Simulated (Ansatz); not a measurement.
`B[C](=C)[AlH2]` + H₂ → `C=[CH][AlH2]` + BH₃ at 400 K and 1 bar (hydrogenolysis of a C–B bond).

Computed with Ansatz on PBE0-D4/def2-TZVP structures; ΔE is electronic, products minus reactants. CCSD(T)/CBS is the MP2 limit (def2-TZVPP, def2-QZVPP) plus CCSD(T) − MP2 in def2-TZVPP, frozen cores. This one scheme is used for every species.

```csv
species,CCSD(T)/CBS energy (Eh),H − E (kJ/mol),S (J/(mol·K))
`B[C](=C)[AlH2]`,-346.46179,203.6,366.0
H₂,-1.17544,38.0,139.0
`C=[CH][AlH2]`,-321.08307,168.1,312.7
BH₃,-26.55200,82.6,199.4
```

H − E and S are ideal-gas, rigid-rotor, harmonic terms from PBE0-D4/def2-TZVP. The MP2-based limit puts H₂ 0.8 mEh under its directly extrapolated value; such offsets cancel only in part. 1 Eh = 2625.50 kJ/mol, R = 8.31446 J/(mol·K).

Problem. By hand: ΔE, ΔH, ΔS and ΔG.

Solution. ΔE = (-321.08307) + (-26.55200) − (-346.46179) − (-1.17544) = 0.00216 Eh = 5.7 kJ/mol. Δ(H − E) = 168.1 + 82.6 − 203.6 − 38.0 = 9.1, so ΔH = 14.8 kJ/mol. ΔS = 312.7 + 199.4 − 366.0 − 139.0 = 7.1 J/(mol·K). ΔG = 14.8 − 400 × (7.1)/1000 = 12.0 kJ/mol.

Problem. By hand: the equilibrium constant, and the temperature at which ΔG would vanish if ΔH and ΔS stayed fixed.

Solution. log₁₀ K = −ΔG/(RT ln 10) = -1.6. ΔG = 0 at ΔH/ΔS = 2085 K, though so small a ΔS makes that figure unsure.

The number of gas molecules stays the same, so ΔS is small and ΔH decides. A doubt of 5 kJ/mol in ΔE shifts log₁₀ K by 0.7 here. Modes under 60 cm⁻¹, often nearly free rotors, make the harmonic entropy too high. These are equilibria of isolated gas molecules and say nothing of rates. Largest T1 diagnostic: 0.011 (customary marks: 0.02 for closed shells, 0.045 for open ones).
